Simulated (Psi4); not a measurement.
C$_{2}$H$_{6}$Zn, triplet, geometry from GFN2-xTB (such geometries of metal compounds can be far from the true shape) (a higher spin typed on purpose: for a closed-shell molecule this is an excited state).

Input for Psi4:
```
memory 2 GB

molecule {
0 3
  Zn    0.19054193   -0.64890903    0.11807146
  C     0.92061324    1.19842274   -1.15616563
  H     1.93030660    0.91575429   -1.41543436
  H     0.87661335    2.09130864   -0.55620088
  H     0.26322321    1.23423769   -2.01028096
  C    -1.51792361    0.83577561    0.78603551
  H    -2.24851058    0.16792023    1.21825567
  H    -1.89189007    1.36631469   -0.07292682
  H    -1.06213831    1.48654517    1.51522418
}

set basis 6-31g*
set reference uks

energy('pbe0')
print_variables()
```

Task: Estimate the nuclear repulsion energy that PBE0/6-31G* in Psi4 returns for this input.

Result: 146.5378 Eh

Task: What is the computed <S^2> (PBE0/6-31G*)?

Result: 2.018

Task: Give the total energy at the level PBE0/6-31G*.

Result: -1858.4061 Eh

These values belong to the state on which the SCF converged, which isn't shown to be the lowest.
